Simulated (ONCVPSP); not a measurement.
## What one change does to a pseudopotential (hydrogen (H), ONCV)

* Element: H (Z = 1)
* Generator: ONCVPSP 4.0.1
* Type: optimised norm-conserving Vanderbilt (ONCV)
* Functional: PW91
* Relativity: scalar-relativistic
* Frozen core: none
* Valence charge: 1
* Reference configuration: 1s1
* Partial waves: 1s: rc 0.85 bohr, ncon 4, nbas 9, qcut 9.8 1/bohr, 2 projectors, debl 3.8 Ha; p scattering state at 0.27 Ha: rc 0.70 bohr, ncon 5, nbas 8, qcut 11.5 1/bohr, 1 projector
* Local potential: polynomial inside 0.45 bohr (lpopt 1, dvloc0 3 Ha)
* Core correction: none

All-electron outer shells of the reference configuration (PW91, scalar-relativistic, ld1.x):

```tsv
shell	level (eV)	outermost node (bohr)	outermost maximum (bohr)
1s	-6.55	–	1.03
```

Change: s: qcut 14.2; p: qcut 16.7.

Cutoffs: the cutoffs (Ha) at which the residual kinetic energy of the hardest occupied pseudo-wave falls to 1 and 0.1 mHa per electron; they do not see the model core or the augmentation charge, which bear on the density cutoff. Errors are all-electron minus pseudo energies relative to the spin-unpolarised reference configuration.

Question: Predict the effect on cutoff, ghosts and configuration errors.

Answer: The potential gets harder (23 Ha and 36 Ha → 29 Ha and 48 Ha); neither file shows a bound ghost.

| quantity | base | changed |
| --- | --- | --- |
| cutoff, loose | 23 Ha | 29 Ha |
| cutoff, tight | 36 Ha | 48 Ha |
| bound ghosts | none | none |
| GHOST(+) flags under 300 eV | none | none |
| error for 1s0.5, meV [ΔE 4.79 eV] | +0.3 | +0.1 |
| s: phases at 0.86 bohr within 0.05 rad from the reference energy up to (Ha; the scan ends near 5) | to the end of the scan | to the end of the scan |
| p: phases at 0.71 bohr within 0.05 rad from the reference energy up to (Ha; the scan ends near 5) | to the end of the scan | to the end of the scan |
